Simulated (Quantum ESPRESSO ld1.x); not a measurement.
Values are calculated unless marked as measured or tabulated.
Pd2+, 44 electrons, occupied as [Ar] 3d10 4s1.75 4p6 4d8 5s0.25 (fractional occupations, a model configuration). Code: ld1.x of Quantum ESPRESSO 7.5. Model: Dirac Kohn-Sham, Slater X-alpha with alpha = 1, spin-unpolarised, spherical densities, point nucleus; open shells fill j = l - 1/2 first.

X-ray form factor f0, the Fourier transform of the density (f0(0) = 44):

| sin(theta)/lambda (1/angstrom) | f0 (electrons) |
|---|---|
| 0.05 | 43.478 |
| 0.1 | 42.009 |
| 0.15 | 39.842 |
| 0.2 | 37.278 |
| 0.25 | 34.591 |
| 0.3 | 31.982 |
| 0.4 | 27.430 |
| 0.5 | 23.957 |
| 0.6 | 21.396 |
| 0.8 | 17.834 |
| 1 | 15.039 |
| 1.25 | 11.939 |
| 1.5 | 9.437 |
| 2 | 6.520 |
